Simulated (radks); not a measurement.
Species: Nb+. Configuration: [Kr] 4d2 5s2 (not the ground configuration). All-electron calculation, scalar-relativistic Kohn-Sham, SCAN, spin-unpolarised, spherical densities, finite nucleus; meta-GGA in the generalised Kohn-Sham scheme; Fermi nuclear charge, rms radius 4.324 fm. Program: a radial shooting solver on a logarithmic mesh with Libxc functionals. Some entries of the table are withheld. Estimate them.

orbital  occ.  eigenvalue (eV)  <1/r> (bohr^-1)
1s          2        -18863.89            42.39
2s          2        -2663.421            9.543
2p          6        -2376.598              (1)
3s          2        -461.1252            3.262
3p          6        -366.3753              (2)
3d         10        -212.3769            2.854
4s          2         -73.2022              (3)
4p          6              (4)            1.043
4d          2              (5)              (6)
5s          2         -11.8204           0.4043

Answer. 
(1) 2p <1/r> (bohr^-1): 9.272
(2) 3p <1/r> (bohr^-1): 3.095
(3) 4s <1/r> (bohr^-1): 1.175
(4) 4p eigenvalue (eV): -48.1801
(5) 4d eigenvalue (eV): -13.6843
(6) 4d <1/r> (bohr^-1): 0.7226
